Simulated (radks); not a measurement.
Initial-state core-level shifts of neutral gallium when its valence configuration changes from [Ar] 3d10 4s2 4p1. All-electron calculation, non-relativistic Kohn-Sham, r2SCAN, spin-polarised, spherical densities, point nucleus; open shells are filled with parallel spins first; meta-GGA in the generalised Kohn-Sham scheme. Program: a radial shooting solver on a logarithmic mesh with Libxc functionals. Shifts are changes of the shell-averaged eigenvalues in eV (positive: less bound); the change of the density at the nucleus, which sets a Mossbauer isomer shift, is in e/bohr^3, on a base of 2.04e+04.

| valence | 1s | 2s | 2p | 3s | density at nucleus |
|---|---|---|---|---|---|
| 3d9.5 4s2 4p1.5 | -5.190 | -5.635 | -5.603 | -4.863 | +3.392 |
| 3d9 4s2 4p2 | -10.571 | -11.513 | -11.449 | -9.797 | +6.983 |
| 3d10 4s1 4p2 | -1.235 | -1.167 | -1.170 | -1.258 | -8.441 |
| 3d8.5 4s2 4p2.5 | -16.147 | -17.637 | -17.541 | -14.801 | +10.758 |
| 3d8 4s2 4p3 | -21.920 | -24.002 | -23.874 | -19.869 | +14.699 |
| 3d10 4s1.5 4p1.5 | -0.714 | -0.675 | -0.677 | -0.719 | -4.171 |
| 3d9 4s1.5 4p2.5 | -11.088 | -12.009 | -11.947 | -10.323 | +1.837 |
| 3d7 4s2 4p4 | -34.704 | -38.051 | -37.868 | -30.777 | +23.001 |
